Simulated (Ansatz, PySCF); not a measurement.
furan-2-ylsilane (C4H6OSi), SMILES [SiH3]c1ccco1. Atoms are numbered in the order given.

```xyz
12

Si     2.0403     0.0837    -0.0634
C      0.1793     0.0126     0.0898
C     -0.6604     0.0422     1.1719
C     -2.0000    -0.0469     0.6633
C     -1.8726    -0.1241    -0.6920
O     -0.5722    -0.0896    -1.0511
H      2.4639     1.2662    -0.8663
H      2.5684    -1.1477    -0.7170
H      2.5861     0.1928     1.3188
H     -0.3552     0.1191     2.2152
H     -2.9294    -0.0526     1.2308
H     -2.5936    -0.2049    -1.5038
```
Charge 0, spin multiplicity 1.

Coordinates come from a ωB97X-D3(BJ)/def2-SVP optimisation.

Two levels are set side by side: PBE-D3(BJ)/def2-SVP (Ansatz, a quantum-chemistry and plane-wave program) and ωB97X-D3(BJ)/def2-SVP (PySCF). Each level has its own optimised geometry; the coordinates shown are those of the second. Frequencies come from the Hessian of PySCF at each geometry. Differences are taken from unrounded values.

```json
[
 {"quantity": "mean bond length (Å)", "ωB97X-D3(BJ)": "1.375", "PBE-D3(BJ)": "1.384", "PBE-D3(BJ) minus ωB97X-D3(BJ)": "0.009"},
 {"quantity": "bond Si1–C2 (Å)", "ωB97X-D3(BJ)": "1.869", "PBE-D3(BJ)": "1.872", "PBE-D3(BJ) minus ωB97X-D3(BJ)": "0.003"},
 {"quantity": "bond C2–C3 (Å)", "ωB97X-D3(BJ)": "1.370", "PBE-D3(BJ)": "1.385", "PBE-D3(BJ) minus ωB97X-D3(BJ)": "0.015"},
 {"quantity": "bond C2–O6 (Å)", "ωB97X-D3(BJ)": "1.370", "PBE-D3(BJ)": "1.380", "PBE-D3(BJ) minus ωB97X-D3(BJ)": "0.010"},
 {"quantity": "bond C3–C4 (Å)", "ωB97X-D3(BJ)": "1.436", "PBE-D3(BJ)": "1.433", "PBE-D3(BJ) minus ωB97X-D3(BJ)": "-0.003"},
 {"quantity": "bond C4–C5 (Å)", "ωB97X-D3(BJ)": "1.363", "PBE-D3(BJ)": "1.376", "PBE-D3(BJ) minus ωB97X-D3(BJ)": "0.013"},
 {"quantity": "bond C5–O6 (Å)", "ωB97X-D3(BJ)": "1.350", "PBE-D3(BJ)": "1.359", "PBE-D3(BJ) minus ωB97X-D3(BJ)": "0.009"},
 {"quantity": "bond Si1–H7 (Å)", "ωB97X-D3(BJ)": "1.491", "PBE-D3(BJ)": "1.504", "PBE-D3(BJ) minus ωB97X-D3(BJ)": "0.014"},
 {"quantity": "bond Si1–H8 (Å)", "ωB97X-D3(BJ)": "1.491", "PBE-D3(BJ)": "1.504", "PBE-D3(BJ) minus ωB97X-D3(BJ)": "0.014"},
 {"quantity": "bond Si1–H9 (Å)", "ωB97X-D3(BJ)": "1.490", "PBE-D3(BJ)": "1.502", "PBE-D3(BJ) minus ωB97X-D3(BJ)": "0.012"},
 {"quantity": "bond C3–H10 (Å)", "ωB97X-D3(BJ)": "1.090", "PBE-D3(BJ)": "1.096", "PBE-D3(BJ) minus ωB97X-D3(BJ)": "0.006"},
 {"quantity": "bond C4–H11 (Å)", "ωB97X-D3(BJ)": "1.089", "PBE-D3(BJ)": "1.096", "PBE-D3(BJ) minus ωB97X-D3(BJ)": "0.007"},
 {"quantity": "bond C5–H12 (Å)", "ωB97X-D3(BJ)": "1.089", "PBE-D3(BJ)": "1.095", "PBE-D3(BJ) minus ωB97X-D3(BJ)": "0.007"},
 {"quantity": "highest harmonic wavenumber (cm⁻¹)", "ωB97X-D3(BJ)": "3304", "PBE-D3(BJ)": "3212", "PBE-D3(BJ) minus ωB97X-D3(BJ)": "-93"},
 {"quantity": "mean harmonic wavenumber (cm⁻¹)", "ωB97X-D3(BJ)": "1265", "PBE-D3(BJ)": "1210", "PBE-D3(BJ) minus ωB97X-D3(BJ)": "-55"},
 {"quantity": "zero-point energy (kcal/mol)", "ωB97X-D3(BJ)": "54.25", "PBE-D3(BJ)": "51.88", "PBE-D3(BJ) minus ωB97X-D3(BJ)": "-2.37"}
]
```

Exact exchange shortens and stiffens bonds; PBE has none. Differences between two approximate levels are no errors against the true value.
